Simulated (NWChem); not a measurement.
Species: C6H13O, doublet; SMILES CC(C)CC([O])C

```xyz
20

C      0.8190     1.7629    -0.9023
C      0.2057     1.3247     0.4240
C     -1.2835     1.6504     0.4846
C      0.5043    -0.1390     0.7578
C      0.2169    -1.1955    -0.3537
C      0.5681    -2.5972     0.1372
O     -1.0908    -1.0743    -0.6869
H      0.3139     1.2730    -1.7502
H      1.8929     1.5218    -0.9581
H      0.7143     2.8498    -1.0412
H      0.7003     1.9062     1.2249
H     -1.8372     1.0812    -0.2785
H     -1.4599     2.7234     0.3090
H     -1.7101     1.3969     1.4677
H     -0.0548    -0.4407     1.6590
H      1.5764    -0.2612     0.9871
H      0.8695    -0.9196    -1.2129
H      1.6399    -2.6751     0.3763
H     -0.0172    -2.8478     1.0348
H      0.3360    -3.3393    -0.6407
```
Atoms are numbered in this order, from 1.

Results from NWChem. Pople sets run with spherical d functions. Spin-unrestricted. The geometry was optimised at PBE0/def2-SVP, spin-unrestricted. No frequency run checked for a minimum. No stability test was run on the SCF state. Level: M06-2X/6-31G* with SMD (1 M gas to 1 M solution), gas-phase geometry. Reactions with the solvent are ignored.

```json
[
 {"solvent": "water", "dielectric constant": "78.4", "solvation free energy (kcal/mol)": "-0.9", "cavity-dispersion-structure term (kcal/mol)": "3.6", "dipole in solution (D)": "2.92"},
 {"solvent": "acetone", "dielectric constant": "20.5", "solvation free energy (kcal/mol)": "-5.1", "cavity-dispersion-structure term (kcal/mol)": "-2.4", "dipole in solution (D)": "2.56"},
 {"solvent": "n-hexane", "dielectric constant": "1.88", "solvation free energy (kcal/mol)": "-4.4", "cavity-dispersion-structure term (kcal/mol)": "-3.2", "dipole in solution (D)": "2.16"},
 {"solvent": "benzene", "dielectric constant": "2.27", "solvation free energy (kcal/mol)": "-4.9", "cavity-dispersion-structure term (kcal/mol)": "-3.5", "dipole in solution (D)": "2.22"},
 {"solvent": "1-octanol", "dielectric constant": "9.86", "solvation free energy (kcal/mol)": "-4.2", "cavity-dispersion-structure term (kcal/mol)": "-0.5", "dipole in solution (D)": "2.73"}
]
```
